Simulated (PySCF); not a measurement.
Match the calculated data to a structure.

All candidates are C7H11PS.

* NMR, other nuclei: isotropic shieldings of nuclei other than C and H, by class: 390 (1 P), 249 (1 S) ppm [GIAO PBE0/pcSseg-1]
* 1H NMR: chemical shifts (computed TMS as zero) by class: 7.38 (1 H), 7.31 (1 H), 7.18 (1 H), 1.55 (2 H), 1.41 (3 H), 0.97 (3 H) ppm [GIAO PBE0/pcSseg-1]
* 13C NMR: chemical shifts (computed TMS as zero) by class: 146.9 (1 C), 139.9 (1 C), 134.0 (1 C), 133.3 (1 C), 37.0 (1 C), 16.5 (1 C), 12.9 (1 C) ppm [GIAO PBE0/pcSseg-1]
* Rotational structure: rotational constants A, B, C: 1.962, 0.763, 0.677 GHz [GFN2-xTB]
* Dipole: 0.94 D [PBE0/pcSseg-1]

Electronic properties: PySCF, gas phase, density fitting. Levels stand in brackets. The structure is a single GFN2-xTB conformer in the gas phase; no vibrational or solvent corrections. GFN2-xTB frequencies show an imaginary mode (24i cm⁻¹), so this geometry is no minimum at that level. NMR values are class means; diastereotopic atoms form classes of their own.

**Question.** Which candidate is it?
A. `CCP(C)c1ccsc1`
B. `C=C[C@H]1C[P@](=S)(C=C)C1`
C. `Cc1pcc(C(C)C)s1`
D. `CC[P@@]1(=S)C=CC(C)=C1`

**Answer.** A. It is `CCP(C)c1ccsc1`. Numbering: `[CH3:1][CH2:2][P:3]([CH3:4])[c:5]1[cH:6][cH:7][s:8][cH:9]1`. 7 carbons fall into 7 classes; from least to most shielded: substituted aromatic carbon [C5] (146.9 ppm), aromatic CH carbon [C6] (139.9 ppm), aromatic CH next to a ring sulfur [C9] (134.0 ppm), aromatic CH next to a ring sulfur [C7] (133.3 ppm), chain sp3 carbon bound to phosphorus [C2] (37.0 ppm), chain sp3 carbon bound to phosphorus [C4] (16.5 ppm), methyl carbon [C1] (12.9 ppm). Hydrogen classes from least to most shielded: 1 H on an aromatic CH carbon, C6 (7.38 ppm), 1 H on an aromatic CH next to a ring sulfur, C9 (7.31 ppm), 1 H on an aromatic CH next to a ring sulfur, C7 (7.18 ppm), 2 H on an sp3 carbon bound to phosphorus, C2 (1.55 ppm), 3 H on an sp3 carbon bound to phosphorus, C4 (1.41 ppm), 3 H on a methyl carbon, C1 (0.97 ppm, a mean of values up to 0.5 ppm apart in this geometry). The other shieldings belong to: 390 ppm, phosphine phosphorus [P3]; 249 ppm, thiophene-type sulfur [S8]. The optimised geometry has point group C1 and is an asymmetric top.

The others, at the same levels:
- `CC[P@@]1(=S)C=CC(C)=C1` fails: its computed 13C shifts are 159.0 (1 C), 149.6 (1 C), 143.0 (1 C), 133.3 (1 C), 35.0 (1 C), 22.0 (1 C), 7.6 (1 C) ppm, 1H shifts are 6.75 (1 H), 6.22 (1 H), 5.76 (1 H), 2.18 (3 H), 2.14 (1 H), 2.12 (1 H), 0.91 (3 H) ppm and rotational constant A is 1.572 GHz (against 1.962 GHz).
- `Cc1pcc(C(C)C)s1` fails: it has 6 carbon classes against 7; its computed 13C shifts are 191.1 (1 C), 174.6 (1 C), 142.1 (1 C), 34.4 (1 C), 27.9 (2 C), 21.2 (1 C) ppm, 1H shifts are 7.56 (1 H), 3.05 (1 H), 3.00 (3 H), 1.38 (6 H) ppm and rotational constant A is 2.319 GHz (against 1.962 GHz).
- `C=C[C@H]1C[P@](=S)(C=C)C1` fails: it has 6 carbon classes against 7; its computed 13C shifts are 151.9 (1 C), 145.2 (1 C), 139.5 (1 C), 120.6 (1 C), 50.8 (2 C), 35.1 (1 C) ppm, 1H shifts are 6.98 (1 H), 6.75 (1 H), 6.72 (1 H), 6.08 (1 H), 5.31 (1 H), 5.24 (1 H), 2.69 (2 H), 2.64 (1 H), 2.49 (2 H) ppm and rotational constant A is 2.327 GHz (against 1.962 GHz).

Each candidate is one conformer, not necessarily the lowest. Dipoles, sizes and rotational constants follow the conformer. The torsions of the flexible species, by atom-mapped SMILES:
- `[CH3:1][CH2:2][P:3]([CH3:4])[c:5]1[cH:6][cH:7][s:8][cH:9]1`: C1–C2–P3–C4 -172°, C2–P3–C5–C6 112°
- `[CH3:1][CH2:2][P@@:3]1(=[S:4])[CH:5]=[CH:6][C:7]([CH3:8])=[CH:9]1`: C1–C2–P3–S4 -178°
- `[CH3:1][c:2]1[p:3][cH:4][c:5]([CH:6]([CH3:7])[CH3:8])[s:9]1`: C4–C5–C6–C7 -62°
- `[CH2:1]=[CH:2][C@H:3]1[CH2:4][P@:5](=[S:6])([CH:7]=[CH2:8])[CH2:9]1`: C1–C2–C3–C4 122°, C4–P5–C7–C8 139°
